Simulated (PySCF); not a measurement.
CH₉ClN₂Si₂, SMILES C[Si@@](N)(Cl)[SiH2]N.

Geometry optimised at r2SCAN-D4/def2-SVP. The structure was generated by enumeration; whether it is a known compound was not checked. Other conformers were not sampled.

Two levels are set side by side: PBE/def2-TZVP (PySCF) and CAM-B3LYP/def2-TZVP (PySCF). Same geometry, gas phase. Differences are taken from unrounded values.

| quantity | CAM-B3LYP |
|---|---|
| orbital gap (eV) | 9.04 |
| highest occupied level (eV) | -8.21 |
| lowest empty level (eV) | 0.83 |
| dipole moment (D) | 2.99 |
| mean polarisability (bohr³) | 91.8 |

Problem. What does PBE give, and how far is it from CAM-B3LYP? (The exact figures need the calculation; the answer reports its results.)

Solution. 
```
quantity                       PBE  PBE minus CAM-B3LYP
---------------------------  -----  -------------------
orbital gap (eV)              4.69                -4.35
highest occupied level (eV)  -5.62                 2.58
lowest empty level (eV)      -0.94                -1.77
dipole moment (D)             3.04                 0.05
mean polarisability (bohr³)   97.6                  5.8
```

PBE's occupied levels lie high since its potential decays too fast outside the molecule; exact exchange lowers them and widens the gap. Loosely held outer electrons make PBE densities more polarisable. Differences between two approximate levels are no errors against the true value.

Rough cost on one machine, each run with all the roots and properties that it gave: CAM-B3LYP against PBE within a factor of 2.
